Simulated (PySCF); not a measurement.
Se(Me)(SH) (CH₄SSe), SMILES S[Se]C. Heavy atoms are numbered as in [Se:1]([CH3:2])[SH:6]. Hydrogens are named by the atom that carries them.

Geometry: PBE0-D3(BJ)/def2-SVP. The values are those of a single conformer.

All values below come from HF/pcSseg-1 (PySCF).

GIAO shieldings, no solvent; atoms alike by connectivity are averaged. δ = σ(ref) − σ: ⁷⁷Se against Me2Se (σ = 1942.8 ppm); ¹³C against TMS (σ = 192.6 ppm); ¹H against TMS (σ = 31.99 ppm); ³³S against H2S (σ = 725.2 ppm), references at their B3LYP-D3(BJ)/def2-TZVP geometries, non-relativistic.

```tsv
nucleus	atoms	count	δ (ppm)
⁷⁷Se	Se1	1	210.0
¹³C	C2 (CH3)	1	22.8
¹H	H on S6	1	3.12
¹H	H on C2	3	2.38
³³S	S6 (SH)	1	87.5
```
